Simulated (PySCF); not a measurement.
Species: C2H3Cl3OSi.
Geometry (PBE0-D3(BJ)/def2-SVP, Å), atoms numbered from 1 in this order:
```xyz
10
C2H3Cl3OSi angstrom
O     -1.3456   -0.2010    0.2367
C     -0.1587   -0.3591    0.3686
Si     1.0316    1.1166    0.0003
C      2.8228    0.5181    0.3198
Cl     2.9337    0.0049    2.0256
Cl     3.1290   -0.8819   -0.7441
Cl     3.9966    1.8074   -0.0109
H      0.2609   -1.3479    0.7001
H      0.9135    1.5191   -1.4271
H      0.7386    2.2481    0.9207
```

Jobs on this species (10 atoms, 88 electrons) with PySCF (density fitting). Hardware of each: one thread of an Arm Neoverse V1, shared host. The host was shared with other jobs, so the times are rough. Peak memory is the resident size of the whole Python process, interpreter and libraries included.

| level and settings | work | basis functions | SCF cycles | wall time | peak memory |
| --- | --- | --- | --- | --- | --- |
| delta-SCF UKS B3LYP, pcX-2 on the ionised atom, pcseg-1 elsewhere, spin-free X2C | ΔSCF core ionisation, 7 holes | 171 | ? | ? | ? |
| delta-SCF UKS PBE, pcX-2 on the ionised atom, pcseg-1 elsewhere, spin-free X2C | ΔSCF core ionisation, 7 holes | 171 | ? | ? | ? |
| delta-SCF UKS PBE0, pcX-2 on the ionised atom, pcseg-1 elsewhere, spin-free X2C | ΔSCF core ionisation, 7 holes | 171 | ? | ? | ? |
| delta-SCF UKS SCAN, def2-TZVP on the ionised atom, pcseg-1 elsewhere, spin-free X2C | ΔSCF core ionisation, 7 holes | 148 | 124 | 41 s | 0.46 GiB |
| delta-SCF UKS SCAN, pcX-1 on the ionised atom, pcseg-1 elsewhere, spin-free X2C | ΔSCF core ionisation, 7 holes | 151 | 126 | 37 s | 0.52 GiB |
| PBE0-D3(BJ)/def2-SVP, grid level 1 | geometry optimisation from a GFN2-xTB start shaken at random | 129 | 50 | 53 s | 0.55 GiB |
| delta-SCF UKS SCAN, pcX-2 on the ionised atom, pcseg-1 elsewhere, spin-free X2C | ΔSCF core ionisation, 7 holes | 171 | 126 | 47 s | 0.63 GiB |
| delta-SCF UKS SCAN, pcX-2 on the ionised atom, pcseg-1 elsewhere, non-relativistic | ΔSCF core ionisation, 7 holes | 171 | 126 | 42 s | 0.60 GiB |

Fill in the missing figures.

- delta-SCF UKS B3LYP, pcX-2 on the ionised atom, pcseg-1 elsewhere, spin-free X2C; ΔSCF core ionisation, 7 holes: 81 s, 0.75 GiB, 111 SCF cycles
- delta-SCF UKS PBE, pcX-2 on the ionised atom, pcseg-1 elsewhere, spin-free X2C; ΔSCF core ionisation, 7 holes: 30 s, 0.60 GiB, 133 SCF cycles
- delta-SCF UKS PBE0, pcX-2 on the ionised atom, pcseg-1 elsewhere, spin-free X2C; ΔSCF core ionisation, 7 holes: 73 s, 0.76 GiB, 109 SCF cycles

What do all jobs in the table cost together?

About 6.7 min; the longest takes about 20 % of that, and about 2.7 times as long as the shortest.
